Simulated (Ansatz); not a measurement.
The same group exchange along the group Al, Ga, In.

Computed with Ansatz on PBE0-D4/def2-TZVP structures; ΔE is electronic, products minus reactants. CCSD(T)/CBS adds triple-zeta CCSD(T) − MP2 to the extrapolated MP2 energy (def2 sets, frozen cores). This one scheme is used for every species. def2 core potentials past Kr. For Ga, In outer-core shells are correlated without core-valence functions, which leaves a few kJ/mol of doubt a bond. Scalar relativity is left out up to krypton.

Q: Order these by ΔE at CCSD(T)/CBS, lowest first. (Best estimate.)
A. `[F][Al]([Cl])[Cl]` + `C#C` → `C#[C][Al]([F])[Cl]` + HCl
B. `[F][In]([Cl])[Cl]` + `C#C` → `C#[C][In]([F])[Cl]` + HCl
C. `[F][Ga]([Cl])[Cl]` + `C#C` → `C#[C][Ga]([F])[Cl]` + HCl

A: C (+67.3 kJ/mol), B (+76.3 kJ/mol), A (+92.7 kJ/mol).

Largest T1 diagnostic: 0.015, for `C#[C][In]([F])[Cl]`.
